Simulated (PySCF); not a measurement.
C₂H₇OSSi (doublet state).
Z-matrix (Å and degrees, GFN2-xTB geometry), rows numbered from 1:
```
C 
C   1  1.4869
O   2  1.3861  1  118.50
S   2  1.7357  1  120.02  3   146.56
Si  4  2.1668  2   95.71  1  -160.39
H   1  1.0861  2  109.14  3   179.23
H   1  1.0921  2  110.29  3    59.57
H   1  1.0988  2  112.26  3   -60.86
H   3  0.9657  2  110.97  1    10.91
H   5  1.4568  4  100.57  2  -173.15
H   5  1.4518  4  108.46  2   -54.44
H   5  1.4564  4  107.97  2    70.09
```

The hyperfine couplings belong to this conformer and change with its torsions.

As a line formula: `C[C](O)S[SiH3]` [radical].

Method used: PySCF, UKS B3LYP, pcH-1 on C H O S Si, non-relativistic, mean-field spin-orbit, GIAO. Isolated species at its GFN2-xTB geometry (one conformer only). Couplings are sensitive to structure, and on GFN2-xTB geometries they can be far from those on DFT ones. Stability of the SCF solution: not tested.

**Question.** The isotropic 13C couplings are +231.4, -7.0 MHz. Assign them to C1; C2.

**Answer.** 
```csv
site,a_iso (MHz),ρ(0) (bohr⁻³),position,distance from C2 (Å),spin population,largest |T| (MHz)
C1,-7.0,-0.0063,1 bond from C2,1.49,-0.06,3.6
C2,+231.4,+0.2056,largest spin population,0.00,+0.77,144.8
```

**Question.** Match the computed a_iso(1H) values +50.3, +24.8, +5.7 MHz (means over equivalent nuclei) with the sites H6/H7/H8; H9; H10/H11/H12.

**Answer.** 
```
       site  a_iso (MHz)  ρ(0) (bohr⁻³)            position  distance from C2 (Å)  bound to  spin population there  largest |T| (MHz)
   H6/H7/H8        +50.3        +0.0112  β, 2 bonds from C2                  2.13        C1                  -0.06                8.7
         H9        +24.8        +0.0055  β, 2 bonds from C2                  1.95        O3                  +0.06               14.7
H10/H11/H12         +5.7        +0.0013  γ, 3 bonds from C2                  3.52       Si5                  +0.01                3.2
```

ρ(0) is the spin density at the nucleus and T the dipolar tensor; a_iso includes a spin–orbit part; entries for several nuclei are means. Largest spin populations (Mulliken): C2 (+0.77), S4 (+0.11), H8 (+0.07) and O3 (+0.06). C2 is the only atom above +0.15. The angles at C2 add up to 351.9°, so it is slightly pyramidal.

The spin density at the nucleus, in bohr⁻³, is negative for C1 (-0.0063) and Si5 (-0.0023), for instance. A restricted open-shell determinant has no negative spin density anywhere; here it arises because α and β orbitals differ (spin polarisation).

Class means assume fast exchange of nuclei equivalent by connectivity; if that motion is slow, each nucleus keeps its own coupling. The three 1H nuclei of mean +50.3 MHz run from 5.9 to 99.5 MHz in the frozen geometry. The three 1H nuclei of mean +5.7 MHz run from -2.1 to 9.9 MHz in the frozen geometry.
